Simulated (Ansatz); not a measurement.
CH2AsN (`C1=N[AsH]1`). Charge 0, multiplicity 1. The structure was optimised at the PBE0-D4/def2-TZVP level.

```xyz
5

C    -0.490   -0.061    0.559
N    -0.598   -0.986   -0.251
As    1.257   -0.205   -0.241
H    -1.150    0.423    1.275
H     0.982    0.829   -1.342
```

Task: What is the dipole moment at B3LYP/def2-TZVPP? (Estimate.)

Result: Ansatz gave: 1.97 D, with components (0.22, 1.58, 1.16) D in this frame, pointing from negative to positive charge.

Task: And with PBE, r2SCAN, ωB97M-V? (Best estimate.)

Result: The calculation gave: PBE 1.88 D, r2SCAN 1.96 D, ωB97M-V 2.00 D.

Task: Give the Mulliken charges with B3LYP, PBE, ωB97M-V in def2-TZVPP. (An estimate is asked.)

Result: Computed: 
| atom | B3LYP | PBE | ωB97M-V |
| --- | --- | --- | --- |
| C1 | -0.11 | -0.11 | -0.10 |
| N2 | -0.19 | -0.14 | -0.19 |
| As3 | 0.19 | 0.15 | 0.15 |
| H4 | 0.15 | 0.13 | 0.15 |
| H5 | -0.04 | -0.03 | 0.00 |

B3LYP here is the variant with VWN-RPA as its local correlation; programs differ in this.
